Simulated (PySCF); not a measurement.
Compound: C2H3Cl3OSi.
Structure used (GFN2-xTB), in Å, numbered top down from 1:
```xyz
10
C2H3Cl3OSi angstrom
O     -2.842   -0.378    0.125
C     -1.661   -0.567    0.233
Si    -0.356    0.793   -0.175
C      1.352   -0.120   -0.052
Cl     1.585   -0.729    1.602
Cl     1.364   -1.501   -1.174
Cl     2.699    0.955   -0.458
H     -1.292   -1.553    0.583
H     -0.490    1.266   -1.547
H     -0.350    1.839    0.841
```

The calculation used TDDFT B3LYP/def2-SVPD, vertical, gas phase, core orbitals frozen in the response (PySCF).

Frontier orbitals with the atoms that hold most of them (Löwdin shares over 4%, at most four atoms; ? is withheld):

| orbital | ε (eV) | atoms |
| --- | --- | --- |
| HOMO-3 | -9.24 | Cl5 39%, Cl6 35%, Cl7 15%, Si3 5% |
| HOMO-2 | -8.83 | Cl7 35%, Cl6 32%, Cl5 32% |
| HOMO-1 | -8.74 | ? |
| HOMO | ? | O1 52%, C2 20%, Si3 11%, H8 9% |
| LUMO | -2.34 | ? |
| LUMO+1 | -1.47 | Cl6 24%, Cl5 23%, C4 22%, Cl7 19% |
| LUMO+2 | -0.64 | Cl7 34%, C4 30%, Cl6 17%, Si3 8% |

(1) Which atoms hold the LUMO, and with what shares?

(2) Give the leading atoms of the HOMO-1.

(3) What is the HOMO energy, and the HOMO–LUMO gap?

Answers

(1) C2 (bonded to O, Si and H) 41%; O1 (bonded to C) 34%; Si3 (bonded to 2 C and 2 H) 12%; H8 (bonded to C) 5%.

(2) Cl6 (bonded to C) 23%; Cl5 (bonded to C) 22%; C4 (bonded to 3 Cl and Si) 19%; Cl7 (bonded to C) 18%. By element: chlorine 62%, carbon 19% or more.

(3) ε(HOMO) = -7.31 eV; the gap is 4.97 eV (0.1826 hartree).

Problem. How does S1 compare with the orbital gap of 4.97 eV?

Solution. S1 is at 3.23 eV (f = 0.0004), 1.73 eV below the gap, made of HOMO→LUMO (98%). Without the coupling terms of the response equations the lowest excitation would equal the gap.

Problem. Give energy, strength and leading configuration of S1, S2, S3 and S4, and follow the Löwdin shares of the leading atoms from the occupied to the empty orbital.

Solution. 
- S1 (3.23 eV, f 0.0004), HOMO→LUMO (98%): O1 52% → 34%, C2 20% → 41%; low, almost dark, from the terminal oxygen into the C=O bond, the pattern of n→π*
- S2 (5.04 eV, f 0.0002), HOMO→LUMO+1 (98%): O1 52% → at most 13%, C2 20% → at most 13%, Cl6 at most 9% → 24%, Cl5 at most 9% → 23%
- S3 (5.54 eV, f 0.0021), HOMO-1→LUMO (99%): Cl6 23% → at most 6%, Cl5 22% → at most 6%, C2 at most 18% → 41%, O1 at most 18% → 34%
- S4 (5.75 eV, f 0.0009), HOMO-2→LUMO (98%): Cl7 35% → at most 6%, Cl6 32% → at most 6%, C2 at most 1% → 41%, O1 at most 1% → 34%

One conformer stands for the species.
